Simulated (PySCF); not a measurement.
Members of one family of related compounds. Theory: TDDFT CAM-B3LYP/def2-SVPD, vertical, gas phase, core orbitals frozen in the response (PySCF 2.14.0, density-fitted response routines). Geometries: PBE0-D3(BJ)/def2-SVP; one conformer of each isolated species. Triplets are in the Tamm–Dancoff approximation.

Task: Rank by computed lowest singlet excitation energy, highest first.
A. AlEt2(OH), `C[CH2][Al]([OH])[CH2]C`
B. AlEt2(OMe), `C[CH2][Al]([CH2]C)[O]C`
C. AlEt2(vinyl), `C=[CH][Al]([CH2]C)[CH2]C`
D. AlEt2(CCH), `C#[C][Al]([CH2]C)[CH2]C`
E. AlEt2(SiH3), `C[CH2][Al]([SiH3])[CH2]C`
F. AlEt2(NCO), `C[CH2][Al]([CH2]C)[N]=C=O`

Result: A (5.83 eV), B (5.65 eV), F (5.29 eV), C (4.96 eV), D (4.83 eV), E (4.40 eV).

| SMILES | S1 (eV) | α (au) | LUMO (eV) | T1 (eV) | first f ≥ 0.01 (nm) | S1 mainly |
| --- | --- | --- | --- | --- | --- | --- |
| C[CH2][Al]([OH])[CH2]C | 5.83 | 78.7 | 0.27 | 5.55 | 208 | H→L+1 (97%) |
| C[CH2][Al]([CH2]C)[O]C | 5.65 | 90.9 | 0.39 | 5.39 | 209 | H→L+1 (94%) |
| C[CH2][Al]([CH2]C)[N]=C=O | 5.29 | 94.5 | 0.05 | 5.05 | 201 | H→L (93%) |
| C=[CH][Al]([CH2]C)[CH2]C | 4.96 | 99.4 | -0.13 | 3.97 | 199 | H→L (68%) |
| C#[C][Al]([CH2]C)[CH2]C | 4.83 | 96.0 | -0.17 | 4.55 | 214 | H→L (89%) |
| C[CH2][Al]([SiH3])[CH2]C | 4.40 | 109.4 | -0.41 | 3.80 | 206 | H→L (98%) |

H and L stand for HOMO and LUMO.

Without π bonds the low states are Rydberg-like; a valence basis with one diffuse set may place them up to an eV too high.
